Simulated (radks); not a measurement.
Results of a calculation; reference values are marked as such.
Ionisation of Bi3+, [Hg], to Bi4+, [Xe] 4f14 5d10 6s1, under several functionals. Dirac Kohn-Sham, spin-unpolarised, spherical densities, finite nucleus; a radial shooting solver on a logarithmic mesh with Libxc functionals.

| functional | E(Bi3+) (hartree) | Exc (hartree) | IE (eV) | -e(HOMO) (eV) | <r> HOMO (bohr) | IE error (eV) |
|---|---|---|---|---|---|---|
| LDA (Slater exchange, Perdew-Zunger correlation) | -21561.6103 | -386.1032 | 45.877 | 40.429 | 2.010 | +0.507 |
| PBE | -21573.1418 | -397.7418 | 45.372 | 39.954 | 2.016 | +0.002 |
| exchange-only PBE | -21568.1618 | -392.7108 | 44.419 | 38.963 | 2.034 | -0.951 |

NIST Atomic Spectra Database: 45.4 eV (measured). Closest: PBE. The Delta-SCF values span 1.46 eV, the total energies 11.53 hartree. The highest occupied level is 6s1/2. Spin polarisation and multiplet splitting are left out, so open shells lie too high by an amount that depends on their filling.

Beside tabulated values, note that spin-unpolarised runs miss the spin-polarisation part of the exchange energy of open shells.
